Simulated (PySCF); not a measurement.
A calculated (PW91, PySCF 2.14, cc-pVTZ-X2C, the spin-free X2C one-electron Hamiltonian (Gaussian nucleus)) atom or ion has these occupied shells.

```
shell  electrons  orbital energy (eV)  rms radius, mean of both spins (bohr)
   1s          2             -61058.6                                 0.0223
   2s          2             -10345.8                                 0.0901
   2p          6              -9144.4                                 0.0815
   3s          2              -2332.6                                  0.231
   3p          6              -1968.5                                  0.232
   3d         10              -1513.1                                  0.212
   4s          2              -458.65                                  0.519
   4p          6              -338.53                                  0.552
   4d         10              -177.49                                  0.604
   5s          2              -54.775                                   1.29
   5p          6              -27.530                                   1.55
   6s          2               -3.955                                   4.21
   4f         14               -3.038                                  0.943
```

Name the element and its charge.

Yb (ytterbium, neutral), in [Xe] 4f14 6s2, closed-shell 1S.
